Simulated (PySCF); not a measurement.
# Spinor energies of P²⁺ (phosphorus, charge +2)

Start: [Ne] 3s2 3p1; 3p1/2 filled at m_j = +1/2. Calculated with PySCF 2.14 in x2c-TZVPPall-2c: generalised Hartree-Fock with the X2C-1e Hamiltonian and a Gaussian nucleus; one run each with spin-orbit coupling (SO) switched off, then screened by Boettger's factors.

| spinor shell | electrons | ε, spin-free (eV) | ε, screened SO (eV) | weight of nominal j (screened SO) | rms radius, screened SO (bohr) |
| --- | --- | --- | --- | --- | --- |
| 1s1/2 | 2 | -2206.7 | -2206.6 | 1.000 | 0.120 |
| 2s1/2 | 2 | -229.35 | -229.33 | 1.000 | 0.559 |
| 2p1/2 | 2 | -170.79 | -171.73 | 0.984 | 0.537 |
| 2p3/2 | 4 | -170.79 | -170.30 | 0.992 | 0.540 |
| 3s1/2 | 2 | -38.686 | -38.677 | 0.995 | 1.89 |
| 3p1/2 | 1 | -30.076 | -30.121 | 0.932 | 2.12 |

```csv
quantity,spin-free,screened SO
E (hartree),-340.46043,-340.46249
M_J,1/2,1/2
⟨J²⟩,1.053,0.973
⟨L²⟩,2.058,2.058
⟨S²⟩,0.769,0.769
```

Each row is a mean over spinors that exchange with the open shell spreads, by up to 1.066 eV (2p1/2).

⟨J²⟩ departs a little from M_J(M_J + 1) because the unrestricted spinors polarise the closed shells.

Without spin-orbit coupling the j labels of p, d and f shells carry no meaning; the spin-free column gives the mean over the occupied spinors of each nl shell, and its ⟨J²⟩ belongs to a mixture of degenerate components.
